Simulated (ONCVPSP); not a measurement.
**lithium (Li): ONCV pseudisation with PBE, scalar-relativistic reference atom.**

```
Element                 : Li
Generator               : ONCVPSP 4.0.1
Type                    : optimised norm-conserving Vanderbilt (ONCV)
Functional              : PBE
Relativity              : scalar-relativistic
Frozen core             : none
Valence charge          : 3
Reference configuration : 1s2 2s1
Partial waves           : 1s+2s: rc 1.05 bohr, ncon 4, nbas 8, qcut 10.5 1/bohr, 2 projectors; p scattering state at 0.26 Ha: rc 1.05 bohr, ncon 4, nbas 8, qcut 7.3 1/bohr, 2 projectors, debl 1.2 Ha; d scattering state at 0.2 Ha: rc 0.80 bohr, ncon 4, nbas 8, qcut 11 1/bohr, 3 projectors, debl 1.8 Ha
Local potential         : polynomial inside 0.50 bohr (lpopt 4, dvloc0 0 Ha)
Core correction         : none
```

Problem. Estimate the cutoffs (Ha) at which the residual kinetic energy of the hardest occupied pseudo-wave falls to 1 and 0.1 mHa per electron.

Solution. 43 Ha and 50 Ha.

Problem. What does a ghost test show?

Solution. No bound ghost flagged; GHOST(+) flagged for d at 226.5 eV.

Problem. Which valence shell sets the plane-wave cutoff?

Solution. 1s: 43 Ha for 1 mHa per electron, against 31 Ha for 2s.

Problem. Tests: 1s2 2s0; 1s2 2s0.5; 1s2 2s0 2p1; 1s1 2s1. Which has the largest error in its energy relative to the reference configuration, and how large is it?

Solution. 1s1 2s1, with +729 meV (all-electron minus pseudo) on +68.41 eV.
